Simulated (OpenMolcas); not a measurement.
## Multiplet structure of Co2+

```
Program             : OpenMolcas 26.06
Method              : SS-CASPT2, IPEA 0.25 Eh, imaginary shift 0.1 Eh (closed shells correlated: 3s 3p)
Basis               : ANO-RCC-VTZP [6s5p3d2f1g]
Scalar Hamiltonian  : DKH2, point nucleus
Active space        : 7 electrons in 6 orbitals (3d 4s)
State averaging     : 2S+1 = 6 even, 5 roots; 2S+1 = 4 even, 60 roots (50 in the spin-orbit step); 2S+1 = 2 even, 110 roots
Spin-orbit coupling : state interaction with AMFI integrals over the reference wave functions, term energies averaged over their components
```

With spin-orbit coupling, above the lowest level:

```
Configuration   Term     J  E (cm⁻¹)  Measured (cm⁻¹)      g  Term weight %  Second
          3d⁷     ⁴F   9/2       0.0              0.0  1.333            100        
          3d⁷     ⁴F   7/2       939              841  1.238            100        
          3d⁷     ⁴F   5/2      1619             1451  1.029            100        
          3d⁷     ⁴F   3/2      2080             1867  0.400            100        
          3d⁷     ⁴P   5/2     15170            15202  1.600            100        
          3d⁷     ⁴P   3/2     15310            15428  1.692             89   10 ²P
          3d⁷     ⁴P   1/2     15860            15811  2.588             96    4 ²P
          3d⁷     ²G   9/2     15870            16978  1.108             98        
          3d⁷     ²G   7/2     16740            17766  0.889            100        
          3d⁷     ²P   3/2     18880            20195  1.333             82   10 ⁴P
          3d⁷     ²P   1/2     19580                   0.748             96    4 ⁴P
          3d⁷     ²H  11/2     21940            22720  1.091            100        
          3d⁷  ²D(1)   5/2     22070            23059  1.202             99        
          3d⁷     ²H   9/2     22720            23434  0.913             98        
          3d⁷  ²D(1)   3/2     23330            24237  0.842             92    8 ²P
          3d⁷     ²F   5/2     35780            37021  0.858            100        
          3d⁷     ²F   7/2     36170            37316  1.143            100        
       3d⁶ 4s     ⁶D   9/2     48860            46438  1.556            100        
       3d⁶ 4s     ⁶D   7/2     49430            47003  1.588            100        
       3d⁶ 4s     ⁶D   5/2     49860            47415  1.658            100        
       3d⁶ 4s     ⁶D   3/2     50150            47699  1.868            100        
       3d⁶ 4s     ⁶D   1/2     50330            47865  3.336            100        
       3d⁶ 4s  ⁴D(1)   7/2     54580                   1.429            100        
       3d⁶ 4s  ⁴D(1)   5/2     55230            56374  1.372            100        
       3d⁶ 4s  ⁴D(1)   3/2     55650            56795  1.201            100        
       3d⁶ 4s  ⁴D(1)   1/2     55900            57037  0.001            100        
          3d⁷  ²D(2)   3/2     56480                   0.800            100        
          3d⁷  ²D(2)   5/2     56930                   1.200            100        
       3d⁶ 4s     ⁴P   5/2     71760            70934  1.600            100        
       3d⁶ 4s     ⁴H  13/2     72740            71623  1.231            100        
       3d⁶ 4s     ⁴H  11/2     72950            71874  1.135             98        
       3d⁶ 4s     ⁴P   3/2     73030            72342  1.683             87   13 ²P
       3d⁶ 4s     ⁴H   9/2     73130            72083  0.977             97        
       3d⁶ 4s     ⁴H   7/2     73280            72270  0.676             97        
       3d⁶ 4s     ⁴P   1/2     74050            73214  2.628             97        
       3d⁶ 4s     ⁴F   9/2     74340            73286  1.319             94    2 ⁴G
       3d⁶ 4s     ⁴F   7/2     74580            73540  1.226             96    3 ⁴G
       3d⁶ 4s     ⁴F   5/2     74770            73727  1.021             98        
       3d⁶ 4s     ⁴F   3/2     74900            73862  0.402             99        
       3d⁶ 4s     ²P   3/2     75070            76791  1.382             87   13 ⁴P
```

Against the 35 measured excited levels shown (Sugar and Corliss, J. Phys. Chem. Ref. Data 10, 1097 (1981)) the mean absolute deviation is 1100 cm-1; the largest miss in energy is 3d⁶ 4s ⁶D_1/2: computed 50330, measured 47865 cm⁻¹ (+5.1 %), and the largest in proportion 3d⁷ ⁴F_5/2 (+11.6 %).

Spin-orbit coupling puts the lowest level 956 cm⁻¹ below the lowest spin-free term.

For ⁴F the intervals divided by the larger J are -185.2, -194.5, -208.6 cm-1. Landé's interval rule makes them equal in pure LS coupling; they differ by 12 % of their mean. The multiplet is inverted.

CASPT2 breaks the degeneracy within a term, and the mean is taken; among the terms shown or strongly mixed into the levels shown the widest spread is 610 cm-1 (3d⁷ ⁴F). Some high roots are left out of the spin-orbit mixing, which shifts the levels that they would mix with. Some levels mix across a computed gap that differs much from the measured one, so their mixing is not that of the real levels. A single d shell beside an s shell can misplace configurations of different d count against each other. Measured partners are found by configuration, term and J. A level has none where our copy of the source lacks it or the pairing is in doubt (some pairs that miss far off the trend of their configuration count as doubtful), and it then counts in no deviation. Levels of configurations outside the active space are missing. The first state left out of the spin-orbit step lies near 95000 cm-1 above the lowest spin-free state of the reference (among the parities and spins computed), and the list stops at four fifths of that energy or lower. The table shows the lowest 40 of 42 levels.

The CASPT2 steps took 67 s on 1 thread of Intel(R) Xeon(R) Platinum 8259CL CPU @ 2.50GHz (Skylake/Cascade Lake), on a shared host; the integral step is not counted.

The term weight is that of the spin-free term in the level, not the purity of its configuration. A number in round brackets counts repeated terms of one configuration in the order of the reference energies.
